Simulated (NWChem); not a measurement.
System: TiHOCl2 cation; SMILES [Ti+]([Cl])([Cl])[OH]

Here is an NWChem input.

```
start job
memory heap 200 mb stack 900 mb global 1100 mb
charge 1
geometry units angstroms noautoz
  Ti     0.353125    -0.000707     0.385642
  Cl    -0.730691    -1.734903    -0.139074
  Cl    -0.726983     1.735308    -0.140719
  O      1.868399    -0.002687    -0.350994
  H      2.602409    -0.004172    -0.992221
end
basis spherical
  * library sto-3g
end
dft
  xc xtpss03 ctpss03
  iterations 150
  mulliken
end
task dft energy
```

All runs use the structure optimised with PBE0/def2-SVP. This spin state was assumed; another may lie lower.

Q: Give the results of this calculation. (TPSS/STO-3G.) Quantities: basis functions; energy (Ha); highest occupied level (eV); orbital gap (eV).

A: The number of basis functions is 42 and the energy (Ha) is -1825.98. The highest occupied level (eV) comes out as -12.00 and the orbital gap (eV) comes out as 3.98.
